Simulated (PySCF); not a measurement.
C2H4Cl2Ge, SMILES [CH]([GeH]([Cl])[Cl])=C.

Coordinates come from a r2SCAN-D4/def2-SVP optimisation. The structure was generated by enumeration, and PubChem lists no compound with its InChIKey, so it may never have been made. The values are those of a single conformer.

Two levels are set side by side: PBE/def2-TZVP (PySCF) and ωB97X/def2-TZVP (PySCF). Same geometry, gas phase. Differences are taken from unrounded values.

```tsv
quantity	ωB97X	PBE	PBE minus ωB97X
orbital gap (eV)	11.91	5.18	-6.73
highest occupied level (eV)	-10.98	-7.38	3.60
lowest empty level (eV)	0.93	-2.20	-3.13
dipole moment (D)	2.80	2.63	-0.16
mean polarisability (bohr³)	74.4	77.8	3.4
```

PBE's occupied levels lie high since its potential decays too fast outside the molecule; exact exchange lowers them and widens the gap. PBE's more diffuse valence density responds more strongly to a field. Differences between two approximate levels are no errors against the true value.

Rough cost on one machine, each run with all the roots and properties that it gave: ωB97X against PBE within a factor of 2.
